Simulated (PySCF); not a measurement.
**Exercise with solution: oscillator strength and radiative lifetime**

C3H6N2Si, SMILES N1=C([SiH2]N=C1)C.

Geometry optimised at PBE0-D3(BJ)/def2-SVP. The structure was generated by enumeration, and PubChem lists no compound with its InChIKey, so it may never have been made.

PySCF 2.14.0 with TDDFT-PBE/def2-SVPD puts the first singlet state with f over 0.02 at 4.89 eV (vertical), with the transition dipole (0.058, 0.790, 0.000) in atomic units.

Question: Find the oscillator strength, the wavelength and the radiative lifetime that this transition would have in vacuum if emission retraced absorption.

Answer: 
|μ|² = 0.6275 au, so |μ| = 2.01 D. ΔE = 4.89/27.211 = 0.1797 hartree. f = (2/3) ΔE |μ|² = 0.075 (the program prints 0.075).
λ = 1239.84/4.89 = 254 nm; ν = 39440 cm⁻¹.
Einstein's coefficient A = 0.6670 ν² f s⁻¹ (ν in cm⁻¹) = 7.8e7 s⁻¹, so τ = 1/A = 13 ns. This state is S3; the lower singlets have f = 0.000, 0.001. The figure is the radiative limit of this one transition; relaxation, internal conversion, crossing to triplets and a medium change what is measured.
